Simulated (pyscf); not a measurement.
# HC≡C–CH₂–CH₂–CH₂• (SMILES C#CCC[CH2]), doublet

Gas-phase minimum from PySCF at ωB97X-D3(BJ)/def2-SVP, one conformer. HC≡C–CH₂–CH₂–CH₂• lies 27.2 kcal/mol over its isomer •H₂C–C(=CH₂)–CH=CH₂ (electronic energy, ωB97M-D3(BJ)/def2-TZVP). 

```xyz
12

C     -3.1592     0.4060    -0.8526
C     -2.0811     0.0042    -1.2247
C     -0.7652    -0.4903    -1.6499
C      0.1094    -0.9564    -0.4749
C      1.4506    -1.4423    -0.9069
H     -4.1200     0.7647    -0.5277
H     -0.9051    -1.3221    -2.3606
H     -0.2441     0.3088    -2.2044
H     -0.4227    -1.7427     0.0901
H      0.2141    -0.1146     0.2408
H      1.8886    -1.1122    -1.8543
H      2.0799    -2.0200    -0.2246
```
Charge 0, spin multiplicity 2.

Bond lengths (Å): C1–C2 1.209, C1–H6 1.076, C2–C3 1.469, C3–C4 1.537, C3–H7 1.103, C3–H8 1.104, C4–C5 1.490, C4–H9 1.105, C4–H10 1.110, C5–H11 1.095, C5–H12 1.093. Angles (°): C2–C1–H6 179.7, C1–C2–C3 178.9, C2–C3–C4 113.0, C2–C3–H7 109.1, C2–C3–H8 108.9, C4–C3–H7 109.6, C4–C3–H8 109.6, H7–C3–H8 106.4, C3–C4–C5 112.9, C3–C4–H9 109.4, C3–C4–H10 108.5, C5–C4–H9 110.5, C5–C4–H10 110.4, H9–C4–H10 104.8 (the first ones only).

Properties at ωB97X-D3(BJ)/def2-SVP:

* **Harmonic wavenumbers, unscaled**: 93, 122, 163, 356, 370, 459, 523, 726, 736, 746, 874, 983, 1004, 1108, 1118, 1175, 1290, 1303, 1403, 1452, 1460, 1463, 2270, 3013, 3076, 3088, 3130, 3168, 3284, 3486 cm⁻¹
* **Zero-point energy**: 62.1 kcal/mol
* **Rotational symmetry number**: 1
* **Entropy of this conformer at 298 K and 1 atm, rigid rotor and harmonic oscillator, modes under 100 cm⁻¹ raised to 100**: 331.8 J/(mol K)
* **Dipole moment**: 0.54 D
* **Spin expectation value S2**: 0.754

Single-point totals, which compare only within one level:

```tsv
level	total energy (hartree)
ωB97X-D3(BJ)/def2-TZVP	-194.77885
PBE/def2-TZVP	-194.40730
r²SCAN/def2-TZVP	-194.55750
B3LYP-D3(BJ)/def2-TZVP	-194.70279
PBE0-D3(BJ)/def2-TZVP	-194.44107
M06-2X/def2-TZVP	-194.58475
ωB97M-D3(BJ)/def2-TZVP	-194.73513
```

Soft torsions are taken as harmonic, which can shift the entropy by several J/(mol K).
